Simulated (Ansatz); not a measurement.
Consider the silylene formation by 1,1-elimination: `N[SiH2]C[SiH2]Cl` → `C[SiH2]Cl` + `N[SiH]`.

Program: Ansatz. Geometries: PBE0-D4/def2-TZVP. ΔE: electronic, gas phase. CCSD(T)/CBS adds triple-zeta CCSD(T) − MP2 to the extrapolated MP2 energy (def2 sets, frozen cores). This one scheme is used for every species. DFT in def2-TZVPP. One conformer a species, not always the lowest.

| species | PBE0 energy (Eh) |
| --- | --- |
| `N[SiH2]C[SiH2]Cl` | -1136.51079 |
| `C[SiH2]Cl` | -790.57783 |
| `N[SiH]` | -345.87301 |

(1) Work out ΔE.

Largest T1 diagnostic among the species: 0.015.

Answers

(1) ΔE = (-790.57783) + (-345.87301) − (-1136.51079) = 0.05995 Eh = +157.4 kJ/mol. CCSD(T)/CBS gives +162.4 kJ/mol.

From PBE to PBE0 (25 % exact exchange), in def2-TZVPP and without D4, ΔE moves by +16.2 kJ/mol. In def2-TZVPP, CCSD(T) changes the Hartree–Fock value by +9.6 kJ/mol (the triples alone add +1.9 kJ/mol) and MP2 by +26.8 kJ/mol.
